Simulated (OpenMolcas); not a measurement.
V3+.

```json
{"Program": "OpenMolcas 26.06", "Basis": "ANO-RCC-VTZP [6s5p3d2f1g]", "Scalar Hamiltonian": "DKH2, point nucleus", "Active space": "2 electrons in 5 orbitals (3d)", "State averaging": "2S+1 = 3 even, 10 roots; 2S+1 = 1 even, 15 roots", "Spin-orbit coupling": "RASSI with atomic mean-field integrals over the reference wave functions, term energies averaged over their components"}
```

Two sets of levels on these reference wave functions, in eV above 3d² ³F₂: one from CASSCF and one from SS-CASPT2, IPEA 0.25 Eh, imaginary shift 0.1 Eh (closed shells correlated: 3s 3p).

```tsv
Level	Set 1	Set 2
3d² ³F₂	0.0000	0.0000
3d² ³F₃	0.0407	0.0404
3d² ³F₄	0.0930	0.0927
3d² ¹D₂	1.343	1.727
3d² ³P₀	1.719	2.043
3d² ³P₁	1.733	2.057
3d² ³P₂	1.763	2.087
3d² ¹G₄	2.370	2.656
3d² ¹S₀	5.363	6.453
```

Q: Which set is which?

A: Set 1 is SS-CASPT2. Its levels of the other terms of 3d² lie at 0.78 to 0.89 of the other set's values, as expected, since terms of lower spin or lower L gain more correlation energy than the Hund ground term. Against 7 measured levels (Sugar and Corliss, J. Phys. Chem. Ref. Data 7, 1191 (1978)) the mean absolute deviation is 450 cm-1 with it and 3200 cm-1 without; single levels miss by up to 790 cm-1 with it.

CASPT2 breaks the degeneracy within a term, and the mean is taken; among the terms shown or strongly mixed into the levels shown the widest spread is 690 cm-1 (3d² ¹G, SS-CASPT2). Without dynamic correlation excited terms often stand tens of per cent too high (terms of higher spin than the ground term too low), and those without a measured partner can miss by more than the paired ones (holds for CASSCF). Computed and measured levels are paired by configuration, term and J; levels that our copy of the source lacks, or whose pairing is in doubt (as where it misses far off the trend of its configuration), stay unpaired and out of the deviations. Levels of configurations outside the active space are missing.
